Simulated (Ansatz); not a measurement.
`C=N[SiH](C)F`. Charge 0, multiplicity 1. The structure was optimised at the PBE0-D4/def2-TZVP level. It is one conformer, not always the lowest.

```xyz
11

C     1.812   -0.716   -1.055
N     1.210   -0.419    0.008
Si   -0.483   -0.491    0.323
C    -1.097    1.194    0.773
F    -1.302   -1.010   -0.961
H     2.902   -0.621   -1.119
H     1.311   -1.079   -1.964
H    -0.686   -1.492    1.395
H    -2.166    1.169    0.993
H    -0.931    1.897   -0.047
H    -0.570    1.566    1.654
```

(1) What is the dipole moment at ωB97M-V/def2-TZVPP? (Estimate.)

(2) And with PBE, r2SCAN, B3LYP? (Estimate.)

(3) Give the Mulliken charges with ωB97M-V, PBE, r2SCAN in def2-TZVPP. (An estimate is asked.)

Results:

(1) The calculation gave: 0.95 D, with components (0.58, 0.64, -0.40) D in this frame, pointing from negative to positive charge.

(2) Computed: PBE 0.89 D, r2SCAN 0.92 D, B3LYP 0.91 D.

(3) The calculation gave: 
```
atom  ωB97M-V    PBE  r2SCAN
  C1    -0.07  -0.08    0.03
  N2    -0.31  -0.23   -0.35
 Si3     0.64   0.58    0.70
  C4    -0.45  -0.38   -0.31
  F5    -0.33  -0.30   -0.34
  H6     0.11   0.09    0.07
  H7     0.11   0.09    0.07
  H8    -0.06  -0.10   -0.11
  H9     0.12   0.11    0.08
 H10     0.12   0.11    0.08
 H11     0.13   0.11    0.08
```

B3LYP here is the variant with VWN-RPA as its local correlation; programs differ in this.
